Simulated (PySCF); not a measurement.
Si(H)(F)(Me)(OMe) (C2H7FOSi), SMILES [SiH](F)(OC)C.

The structure is a stationary point at PBE-D3(BJ)/def2-SVP. This is a generated structure with no PubChem entry under its InChIKey; it may be hypothetical. Other conformers were not sampled.

All values below come from PBE-D3(BJ)/def2-SVP (PySCF).

Frequencies are harmonic and unscaled.

Computed vibrational spectrum:
```tsv
mode	ν (cm⁻¹)	IR (km/mol)	moving atoms (share of kinetic energy)
1	73	3.6	H 38 %, C 23 %, O 19 %, F 17 %
2	92	1.1	H 83 %, C 9 %
3	116	0.1	H 96 %
4	152	3.7	C 36 %, H 31 %, O 16 %, Si 12 %
5	211	3.5	F 31 %, C 29 %, H 25 %, O 9 %
6	302	8.4	H 29 %, C 24 %, O 21 %, Si 19 %
7	329	19.4	O 38 %, F 29 %, Si 25 %, H 8 %
8	636	4.6	H 47 %, C 38 %
9	723	8.9	H 67 %, C 20 %
10	736	83.6	H 47 %, Si 19 %, O 17 %, C 9 %
11	769	23.2	H 40 %, Si 25 %, C 25 %, O 9 %
12	817	8.1	H 54 %, F 33 %, Si 10 %
13	876	200.8	H 63 %, Si 24 %, C 11 %
14	921	223.0	Si 40 %, H 36 %, F 18 %
15	1118	175.5	O 35 %, H 32 %, C 32 %
16	1136	4.5	H 75 %, C 19 %
17	1174	131.1	H 46 %, O 28 %, C 24 %
18	1225	47.1	H 76 %, C 23 %
19	1376	4.2	H 96 %
20	1378	2.9	H 96 %
21	1420	4.5	H 97 %
22	1424	7.4	H 88 %, C 10 %
23	1426	4.1	H 96 %
24	2171	143.6	H 97 %
25	2922	69.6	H 97 %
26	2985	0.1	H 97 %
27	2998	37.3	H 91 %, C 9 %
28	3042	26.5	H 91 %, C 9 %
29	3088	1.4	H 91 %, C 9 %
30	3089	1.1	H 91 %, C 9 %
```
